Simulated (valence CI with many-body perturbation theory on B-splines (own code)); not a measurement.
## Missing levels of Yb³⁷⁺

Method: configuration interaction combined with many-body perturbation theory (CI+MBPT): five valence electrons over a frozen Dirac-Fock core [Ar] 3d10, radial functions for each j: 11 s, 11 p, 10 d, 8 f, 5 g, 2 h, with the one-electron correlation potential Σ1 (screened to all orders), the two-electron term Σ2, the three-electron term Σ3, Breit, model QED; selected single and double excitations, second order for the rest, scaled by the run's own slope (own B-spline code, finite nucleus).

No measured spectrum was set against this ion. As an estimate, large intervals hold to a few tenths of a per cent, small ones and those within an open d or f shell to about a per cent. Among the levels kept, up to 2100 cm⁻¹ of a level comes from second order outside the variational space, and about a tenth of that is noise between levels of different J, which matters for small intervals.

```
                             Level  E (cm⁻¹)
        (4s^2 4p1/2^2 4p3/2) J=3/2         0
        (4s^2 4p1/2 4p3/2^2) J=3/2    523380
        (4s^2 4p1/2 4p3/2^2) J=5/2         ?
        (4s^2 4p1/2 4p3/2^2) J=1/2    614820
        (4s^2 4p1/2^2 4d3/2) J=3/2         ?
              (4s^2 4p3/2^3) J=3/2   1145300
        (4s 4p1/2^2 4p3/2^2) J=5/2   1202800
        (4s^2 4p1/2^2 4d5/2) J=5/2   1323500
        (4s 4p1/2^2 4p3/2^2) J=1/2   1342300
        (4s 4p1/2^2 4p3/2^2) J=3/2         ?
(4s^2 4p1/2 4p3/2 4d3/2) J=3/2 [a]   1645400
(4s^2 4p1/2 4p3/2 4d3/2) J=5/2 [a]         ?
(4s^2 4p1/2 4p3/2 4d3/2) J=1/2 [a]   1649500
    (4s^2 4p1/2 4p3/2 4d3/2) J=7/2         ?
      (4s 4p1/2 4p3/2^3) J=3/2 [a]   1728600
(4s^2 4p1/2 4p3/2 4d5/2) J=7/2 [a]   1767300
(4s^2 4p1/2 4p3/2 4d5/2) J=5/2 [a]   1770100
(4s^2 4p1/2 4p3/2 4d3/2) J=5/2 [b]         ?
(4s^2 4p1/2 4p3/2 4d3/2) J=3/2 [b]   1800100
(4s^2 4p1/2 4p3/2 4d3/2) J=1/2 [b]   1801800
```

Levels are named by their leading jj configuration (3d3/2^4 stands for four electrons in 3d with j = 3/2), which in mixed levels can hold well under half, so a name can repeat and another be missing. Letters in brackets count levels of one name in rising energy.

(1) The levels stand in rising order. What does the calculation give for the missing energies?

Results:

(1) (4s^2 4p1/2 4p3/2^2) J=5/2 563920; (4s^2 4p1/2^2 4d3/2) J=3/2 1123300; (4s 4p1/2^2 4p3/2^2) J=3/2 1361300; (4s^2 4p1/2 4p3/2 4d3/2) J=5/2 [a] 1646600; (4s^2 4p1/2 4p3/2 4d3/2) J=7/2 1687000; (4s^2 4p1/2 4p3/2 4d3/2) J=5/2 [b] 1793300.
